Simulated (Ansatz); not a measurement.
Saddle point of Si4H11ClO, closed shell (Si₄H₁₀O ([OH][Si]([SiH3])([SiH3])[SiH3]) + HCl → Si₃H₇ClO ([OH][Si]([SiH3])([SiH3])[Cl]) + SiH₄; bonds formed: Si1–Cl7, Si2–H6; bonds broken: Si1–Si2, H6–Cl7), PBE0-D4/def2-TZVP structure:

```json
{"atom": "Si1", "x (Å)": "-0.4104", "y (Å)": "-0.2117", "z (Å)": "-0.2236"}
{"atom": "Si2", "x (Å)": "2.1412", "y (Å)": "-0.7108", "z (Å)": "-0.0435"}
{"atom": "Si3", "x (Å)": "-0.7924", "y (Å)": "1.4512", "z (Å)": "-1.8118"}
{"atom": "Si4", "x (Å)": "-1.4184", "y (Å)": "-0.3380", "z (Å)": "1.8778"}
{"atom": "O5", "x (Å)": "-0.4558", "y (Å)": "-1.6743", "z (Å)": "-1.0187"}
{"atom": "H6", "x (Å)": "1.0595", "y (Å)": "0.5463", "z (Å)": "0.4164"}
{"atom": "Cl7", "x (Å)": "0.4540", "y (Å)": "2.0645", "z (Å)": "1.0644"}
{"atom": "H8", "x (Å)": "1.9645", "y (Å)": "-2.0091", "z (Å)": "0.6484"}
{"atom": "H9", "x (Å)": "3.2303", "y (Å)": "0.0709", "z (Å)": "0.5921"}
{"atom": "H10", "x (Å)": "2.3676", "y (Å)": "-0.8737", "z (Å)": "-1.4962"}
{"atom": "H11", "x (Å)": "-1.7455", "y (Å)": "2.4353", "z (Å)": "-1.2485"}
{"atom": "H12", "x (Å)": "0.4987", "y (Å)": "2.0868", "z (Å)": "-2.1702"}
{"atom": "H13", "x (Å)": "-1.3822", "y (Å)": "0.8289", "z (Å)": "-3.0307"}
{"atom": "H14", "x (Å)": "-0.3794", "y (Å)": "-0.3954", "z (Å)": "2.9341"}
{"atom": "H15", "x (Å)": "-2.2039", "y (Å)": "-1.6105", "z (Å)": "1.9337"}
{"atom": "H16", "x (Å)": "-2.3418", "y (Å)": "0.8050", "z (Å)": "2.0656"}
{"atom": "H17", "x (Å)": "-0.5860", "y (Å)": "-2.4653", "z (Å)": "-0.4893"}
```

Energies are electronic, without zero-point energy. Barriers and step energies count from the start structure reached by relaxing down the imaginary mode; all methods use the PBE0-D4 structures, on which another method's saddle can fall below an end. Ansatz 0.2.0; basis: def2-TZVPP, with def2-QZVPP for the basis limit; cores frozen in the correlated methods. B3LYP uses VWN-RPA correlation. Extrapolation: Hartree–Fock as exp(−7.88 √X), correlation as X^−2.97.

| method | barrier (eV) | step energy (eV) |
| --- | --- | --- |
| SPW92 | 0.584 | -0.909 |
| PBE-D4 | 0.827 | -0.951 |
| BLYP-D4 | 0.940 | -1.090 |
| r2SCAN-D4 | 0.915 | -1.101 |
| B97M-V | 1.142 | -1.072 |
| PBE0-D4 | 1.000 | -1.019 |
| B3LYP-D4 | 1.080 | -1.135 |
| r2SCAN0-D4 | 1.041 | -1.130 |
| BHLYP-D4 | 1.268 | -1.215 |
| CAM-B3LYP-D4 | 1.186 | -1.191 |
| wB97X-V | ? | -1.143 |
| wB97M-V | 1.080 | -1.179 |
| B2PLYP | 1.151 | -1.207 |
| PBE-QIDH | ? | -1.129 |
| RPA on PBE | ? | -1.123 |
| HF | 1.756 | -1.449 |
| MP2 | 1.108 | -1.191 |
| CCSD | 1.358 | -1.159 |
| CCSD(T) | 1.236 | -1.120 |

**Question.** Fill in the withheld barriers. (Judge from chemistry; the value comes from the calculation.)

**Answer.** Computed: PBE-QIDH 1.105; RPA on PBE 1.245; wB97X-V 1.205 eV. Each is the energy of the saddle less that of the start structure, by the same method.

For comparison, the barrier by CCSD(T) at an estimated basis limit (MP2 extrapolated from triple and quadruple zeta, plus CCSD(T) − MP2 in triple zeta) is 1.136 eV.

The T1 diagnostic stays at or below 0.015.

Labels in which every atom is bracketed show which atoms are joined, not bond orders.

For scale, one of the runs: CCSD(T)/def2-TZVPP, 395 basis functions, launched by `ansatz run in.yaml --threads 4 --pin off --events-out ev --progress --plain --max-ram 66560MiB --backend cuda --devices 0, --max-vram 37GiB`. Hardware: 4 CPU threads of an AMD EPYC 7R13 and a share of one NVIDIA H100, shared host. Wall time 12 s; peak host memory 0.89 GiB.
